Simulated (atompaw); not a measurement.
# Before and after: PAW (atompaw) potential for Li (Z = 3)

```json
{
 "Element": "Li (Z = 3)",
 "Generator": "atompaw 4.2.0.5",
 "Type": "PAW",
 "Functional": "PBE",
 "Relativity": "scalar-relativistic",
 "Frozen core": "[He]",
 "Valence charge": "1",
 "Reference configuration": "2s1 2p0",
 "Partial waves": "2s (bound): rc 2.10 bohr; 2s channel at 2.85 Ry: rc 2.10 bohr; 2p (bound, empty): rc 3.00 bohr; 2p channel at 2.3 Ry: rc 3.00 bohr",
 "Local potential": "ultrasoft scheme with l = 2 at 0 Ry, radius 2.70 bohr",
 "Core correction": "smooth core density matched at 2.85 bohr",
 "Augmentation charge": "gaussian compensation charge, radius 2.35 bohr; PAW radius 3.00 bohr; waves and projectors: custom rrkj gramschmidtortho"
}
```

All-electron outer shells of the reference configuration (PBE, scalar-relativistic, ld1.x):

```tsv
shell	level (eV)	outermost node (bohr)	outermost maximum (bohr)
1s	-51.85	–	0.36
2s	-2.87	0.83	3.12
2p	-1.09	–	3.81
```

Change: local potential ultrasoft scheme with l = 2 at 0 Ry, radius 1.66 bohr.

Cutoffs: the cutoffs (Ry, on a coarse ladder) from which the occupation-weighted sum of valence levels, in a spherical-Bessel basis at the reference potential, stays within 10 and 1 mRy of its value at 400 Ry; they do not see the model core or the augmentation charge, which bear on the density cutoff.

Problem. What does the change do?

Solution. Both files are so soft that the ladder of cutoffs tells neither apart; the range in which the p phases agree narrows (upper end at the end of the scan → 3.7); neither file shows a bound ghost.

| quantity | base | changed |
| --- | --- | --- |
| cutoff, loose | 6 Ry | 6 Ry |
| cutoff, tight | 6 Ry | 6 Ry |
| bound ghosts | none | none |
| s: phases at 3.00 bohr within 0.05 rad from the reference energy up to (Ry; the scan ends near 5) | to the end of the scan | 4.4 |
| p: phases at 3.00 bohr within 0.05 rad from the reference energy up to (Ry; the scan ends near 5) | to the end of the scan | 3.7 |
| lowest overlap eigenvalue by channel | s 0.57, p 0.94 | s 0.55, p 0.90 |

 The cutoffs see the waves, projectors and local potential, not the compensation charge or the core.
